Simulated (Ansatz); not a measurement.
`BC1SC1=C=O` from Hartree–Fock to CCSD(T)

```json
{"atom": "B1", "x (Å)": "1.173", "y (Å)": "0.564", "z (Å)": "0.620"}
{"atom": "C2", "x (Å)": "0.628", "y (Å)": "-0.328", "z (Å)": "-0.531"}
{"atom": "S3", "x (Å)": "-0.223", "y (Å)": "1.285", "z (Å)": "-0.855"}
{"atom": "C4", "x (Å)": "-0.831", "y (Å)": "-0.349", "z (Å)": "-0.549"}
{"atom": "C5", "x (Å)": "-1.876", "y (Å)": "-0.812", "z (Å)": "0.073"}
{"atom": "O6", "x (Å)": "-2.854", "y (Å)": "-1.268", "z (Å)": "0.491"}
{"atom": "H7", "x (Å)": "0.577", "y (Å)": "0.586", "z (Å)": "1.654"}
{"atom": "H8", "x (Å)": "2.254", "y (Å)": "1.059", "z (Å)": "0.486"}
{"atom": "H9", "x (Å)": "1.152", "y (Å)": "-0.736", "z (Å)": "-1.389"}
```

Total charge 0; spin multiplicity 1. All single points use the PBE0-D4/def2-TZVP geometry. Frozen core, restricted reference, Ansatz. CBS rows extrapolate triple and quadruple zeta; past MP2 they add the triple-zeta difference.

| basis | HF (Eh) | MP2 corr. | CCSD corr. | (T) | CCSD(T) total |
| --- | --- | --- | --- | --- | --- |
| def2-SVP | ? | -0.78431 | -0.81561 | -0.03552 | ? |
| def2-TZVPP | ? | -0.97096 | -0.99163 | -0.05426 | ? |
| def2-QZVPP | -612.43402 | -1.03966 | – | – | – |
| CBS(def2) | ? | ? | -1.11122 | as TZ | ? |

Q: Fill in the withheld values. (An estimate is asked.)

A: Ansatz gave: def2-SVP HF (Eh): -612.02465; def2-SVP CCSD(T) total: -612.87578; def2-TZVPP HF (Eh): -612.41376; def2-TZVPP CCSD(T) total: -613.45965; CBS(def2) HF (Eh): -612.43681; CBS(def2) MP2 corr.: -1.09055; CBS(def2) CCSD(T) total: -613.60229.
